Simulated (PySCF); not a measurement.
silanone (H₂OSi), SMILES [SiH2]=O.

The structure is a stationary point at ωB97X-D3(BJ)/def2-TZVP.

Two levels are set side by side: TDA-PBE/def2-TZVPD (PySCF) and ADC(2)/aug-cc-pVDZ (PySCF). Vertical, same geometry; the bases differ. Differences are taken from unrounded values.

```csv
quantity,ADC(2),TDA-PBE,TDA-PBE minus ADC(2)
lowest singlet excitation (eV),3.72,3.78,0.06
```

On these quantities the two levels nearly agree.

Rough cost on one machine, each run with all the roots and properties that it gave: ADC(2) against TDA-PBE within a factor of 2.
